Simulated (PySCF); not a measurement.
Start geometry of `[NH3+][InH2-][O][SiH3]` from GFN2-xTB (Å):
```
atom  x, y, z in Å
N1     2.022   -0.230    0.559
In2    0.749    0.219   -1.416
O3    -0.799    0.113   -0.171
Si4   -2.217    0.026    0.456
H5     1.240   -0.724    0.993
H6     2.088    0.682    1.054
H7     2.875   -0.733    0.659
H8     0.945   -1.154   -2.363
H9     1.170    1.805   -1.815
H10   -2.375   -1.289    1.132
H11   -2.385    1.088    1.472
H12   -3.274    0.168   -0.571
```

Question: What comes out of this run: PBE0-D3(BJ)/def2-SVP geometry optimisation, gas phase, def2 core potentials past Kr in PySCF 2.14.0?

Answer: 
```
atom  x, y, z in Å
N1     2.0965   -0.1499    0.4924
In2    0.7258    0.2657   -1.3595
O3    -0.6226   -0.0629    0.1800
Si4   -2.2304   -0.0558    0.4762
H5     1.2634   -0.2838    1.0807
H6     2.6485    0.6172    0.8723
H7     2.6601   -0.9979    0.5138
H8     0.9225   -1.1408   -2.3372
H9     0.9280    1.9473   -1.6817
H10   -2.6731   -1.3286    1.1392
H11   -2.6300    1.0674    1.3909
H12   -3.0501    0.0942   -0.7768
```

The energy falls by 7.6 kcal/mol over 16 energy and gradient evaluations, the largest force component goes from 0.0500 to 4.3e-04 Eh/bohr, and the atoms move by 0.323 Å rms after alignment. Among the bonds, In2–O3 and O3–Si4 change most and about equally (+0.083 Å). Bonds longer at the end by more than 0.005 Å: 9 of 11; shorter: 2. Among the angles that change most is In2–O3–Si4, from 165.1° to 140.7°. Among the dihedrals that turn most is H7–N1–In2–H9, from -100° to -138°. Rotational constants go from 4965, 1404, 1138 to 5007, 1397, 1138 MHz. The orientation of the end geometry is arbitrary; only internal coordinates are fixed.

The run used 112 basis functions and 102 SCF cycles in all. The run took 77 s wall on Arm Neoverse V2, one thread, shared host with 32 logical CPUs at a one-minute load of 59, and the process peaked at 0.46 GiB of memory.

Not checked by PBE0-D3(BJ)/def2-SVP frequencies. The numbers are those of one conformer.
